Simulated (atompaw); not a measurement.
Cutoff test, thallium (Tl), PAW (atompaw)

Tl (Z = 81), PAW, made with atompaw 4.2.0.5 (PBEsol, scalar-relativistic). Core [Xe] 4f14 5d10, reference 6s2 6p1. Waves: 6s (bound); 6s channel at 2 Ry; 6p (bound); 6p channel at 0.45 Ry; 6d channel at 0.4 Ry; 6d channel at 3.1 Ry. Local part: troulliermartins scheme with l = 3 at -0.5 Ry, radius 2.75 bohr. Core correction: smooth core density matched at 1.80 bohr. Augmentation charge: sinc compensation charge, radius 2.90 bohr; PAW radius 3.00 bohr; waves and projectors: bloechl.

The pseudo-atom Hamiltonian at the reference potential is diagonalised in spherical Bessel functions j_l(qr) that vanish at 20 bohr, with q² up to the cutoff. All-electron valence levels (Ry): 6s -0.7053, 6p -0.1735.

Question: How do the lowest levels (Ry) of each channel move with the cutoff, and are there ghosts?

Answer:

```json
{"cutoff (Ry)": "8", "s #1": "-0.7021", "s #2": "-0.0273", "p #1": "-0.1725", "p #2": "0.0261", "d #1": "0.0460", "f #1": "0.0990", "Σ f·Δε (mRy)": "7.6"}
{"cutoff (Ry)": "10", "s #1": "-0.7022", "s #2": "-0.0273", "p #1": "-0.1729", "p #2": "0.0261", "d #1": "0.0459", "f #1": "0.0990", "Σ f·Δε (mRy)": "7.0"}
{"cutoff (Ry)": "12", "s #1": "-0.7024", "s #2": "-0.0273", "p #1": "-0.1732", "p #2": "0.0260", "d #1": "0.0459", "f #1": "0.0990", "Σ f·Δε (mRy)": "6.1"}
{"cutoff (Ry)": "15", "s #1": "-0.7033", "s #2": "-0.0274", "p #1": "-0.1735", "p #2": "0.0260", "d #1": "0.0459", "f #1": "0.0990", "Σ f·Δε (mRy)": "4.1"}
{"cutoff (Ry)": "18", "s #1": "-0.7047", "s #2": "-0.0275", "p #1": "-0.1735", "p #2": "0.0260", "d #1": "0.0455", "f #1": "0.0990", "Σ f·Δε (mRy)": "1.2"}
{"cutoff (Ry)": "21", "s #1": "-0.7052", "s #2": "-0.0275", "p #1": "-0.1735", "p #2": "0.0260", "d #1": "-0.0728", "f #1": "0.0990", "Σ f·Δε (mRy)": "0.3"}
{"cutoff (Ry)": "25", "s #1": "-0.7053", "s #2": "-0.0275", "p #1": "-0.1735", "p #2": "0.0260", "d #1": "-0.2205", "f #1": "0.0990", "Σ f·Δε (mRy)": "0.1"}
{"cutoff (Ry)": "30", "s #1": "-0.7053", "s #2": "-0.0275", "p #1": "-0.1735", "p #2": "0.0260", "d #1": "-0.3133", "f #1": "0.0990", "Σ f·Δε (mRy)": "0.0"}
{"cutoff (Ry)": "400", "s #1": "-0.7053", "s #2": "-0.0275", "p #1": "-0.1735", "p #2": "0.0259", "d #1": "-0.3413", "f #1": "0.0990", "Σ f·Δε (mRy)": "0.0"}
```

Result: ghost state, extra bound levels that the all-electron valence spectrum of the same l lacks: d at -4.6 eV (a true bound ghost makes a file unfit for plane-wave use); 10 mRy is reached at 8 Ry and 1 mRy at 21 Ry.
